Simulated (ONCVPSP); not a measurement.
Transferability test, ONCV potential for K

potassium (K), optimised norm-conserving Vanderbilt (ONCV), made with ONCVPSP 4.0.1 (PBE, scalar-relativistic). Core [Ne], reference 3s2 3p6 4s1. Waves: 3s+4s: rc 1.80 bohr, ncon 4, nbas 9, qcut 7.8 1/bohr, 2 projectors; 3p: rc 1.55 bohr, ncon 3, nbas 6, qcut 8.9 1/bohr, 2 projectors, debl 1.3 Ha; d scattering state at 0.15 Ha: rc 1.95 bohr, ncon 3, nbas 7, qcut 4.7 1/bohr, 2 projectors, debl 3.9 Ha. Local part: polynomial inside 1.05 bohr (lpopt 5, dvloc0 0 Ha). Core correction: Teter function, fcfact 4, rcfact 1.65.

Energies are relative to the spin-unpolarised reference configuration 3s2 3p6 4s1; without spin polarisation the order of configurations can differ from experiment.

| valence configuration | charge | ΔE all-electron (eV) | error AE − PS (meV) |
| --- | --- | --- | --- |
| 3s2 3p6 4s0 | +1 | 4.314 | -0.1 |
| 3s2 3p6 4s0.5 | +0.5 | 1.641 | 0.0 |
| 3s2 3p6 4s0 4p1 | 0 | 1.553 | 0.0 |

Q: What are ΔE and the potential's error for 3s1 3p6 4s1?

A: ΔE = 41.994 eV all-electron; the error (AE − PS) is -37 meV.
